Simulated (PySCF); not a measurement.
## Al²⁺ (aluminium, charge +2) across methods

[Ne] 3s1, 2S determinant. Computed with PySCF 2.14 in dyall-av3z, with scalar relativity by spin-free X2C-1e.

```tsv
method	E (hartree)	mean ε 2p α (eV)	mean ε 2p β (eV)	mean ε 3s α (eV)	Σ⟨r²⟩ (bohr²)	⟨S²⟩
TPSS	-241.9168	-90.723	-90.492	-24.429	9.233	0.750
PBE0	-241.7870	-95.014	-94.760	-25.498	9.226	0.750
wB97M-V	-241.8896	-97.303	-97.092	-27.725	9.276	0.750
UHF	-241.46667	-107.98	-107.69	-28.111	9.333	0.750
LDA	-240.8392	-90.399	-90.167	-24.584	9.188	0.750
TPSSh	-241.9107	-92.570	-92.334	-24.831	9.235	0.750
BHandHLYP	-241.9118	-99.684	-99.445	-26.487	9.186	0.750
PBE	-241.7651	-90.288	-90.038	-24.479	9.219	0.750
```

Task: Estimate the same row for r2SCAN.

Result: E (hartree) = -241.8758; mean ε 2p α (eV) = -91.984; mean ε 2p β (eV) = -91.774; mean ε 3s α (eV) = -24.671; Σ⟨r²⟩ (bohr²) = 9.232; ⟨S²⟩ = 0.750.
